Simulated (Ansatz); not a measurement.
Gas-phase electronic energies from Ansatz, PBE0-D4/def2-TZVP geometries. CBS: MP2 limit from def2 TZ/QZ plus the TZ coupled-cluster correction, frozen cores. This one scheme is used for every species. DFT in def2-TZVPP. One conformer a species, not always the lowest.

Reaction (redistribution): `C=C[SiH2]O[SiH2]F` + `C[BH][AlH2]` → `C=C[SiH2][AlH2]` + `CBO[SiH2]F`

`C=C[SiH2]O[SiH2]F`:

```xyz
13

C    -0.667   -1.621   -1.526
C    -0.132   -1.939   -0.351
Si    0.280   -0.683    0.944
O    -0.113    0.802    0.361
Si    0.224    2.380    0.298
F    -0.251    3.085    1.646
H    -0.905   -2.371   -2.276
H    -0.892   -0.591   -1.786
H     0.071   -2.988   -0.139
H    -0.488   -0.936    2.190
H     1.732   -0.717    1.270
H     1.683    2.599    0.183
H    -0.541    2.981   -0.814
```

`C[BH][AlH2]`:

```xyz
9

C     0.349    1.113   -0.868
B     0.562   -0.243   -0.132
Al   -0.847   -1.275    1.085
H    -0.679    1.439   -1.031
H     0.923    1.217   -1.793
H     0.800    1.841   -0.169
H     1.673   -0.708   -0.220
H    -1.014   -0.949    2.639
H    -1.768   -2.435    0.490
```

`C=C[SiH2][AlH2]`:

Z-matrix (Å, degrees):
```
Si
C 1 1.867
Al 1 2.461 2 111.4
H 1 1.492 2 108.1 3 -123.9
H 1 1.497 2 109.3 3 119.7
C 2 1.331 1 123.9 3 115.5
H 2 1.090 1 118.1 3 -62.2
H 3 1.591 1 119.7 2 36.5
H 3 1.590 1 121.9 2 -143.9
H 6 1.087 2 121.8 1 2.2
H 6 1.087 2 122.1 1 -178.1
```

`CBO[SiH2]F`:

```xyz
11

C    -1.074    1.682    0.481
B    -0.295    0.336    0.554
O     0.306   -0.178   -0.555
Si    1.133   -1.569   -0.801
F     0.168   -2.601   -1.533
H    -2.112    1.525    0.795
H    -1.069    2.140   -0.509
H    -0.661    2.393    1.206
H    -0.201   -0.282    1.586
H     1.548   -2.168    0.486
H     2.258   -1.279   -1.710
```

CCSD(T)/CBS gives -0.66 eV.

Task: Another level gave -0.55 eV. Which?
A. PBE-D4/def2-TZVPP
B. CCSD(T)/def2-TZVPP
C. PBE0-D4/def2-TZVPP
D. HF/def2-TZVPP

Result: D. HF/def2-TZVPP -0.55, CCSD(T)/def2-TZVPP -0.69, PBE-D4 -0.82, PBE0-D4 -0.77 eV.

Largest T1 diagnostic among the species: 0.012.

In def2-TZVPP, CCSD(T) changes the Hartree–Fock value by −0.14 eV (the triples alone add −0.03 eV) and MP2 by −0.13 eV. From PBE to PBE0 (25 % exact exchange), in def2-TZVPP and without D4, ΔE moves by +0.05 eV.
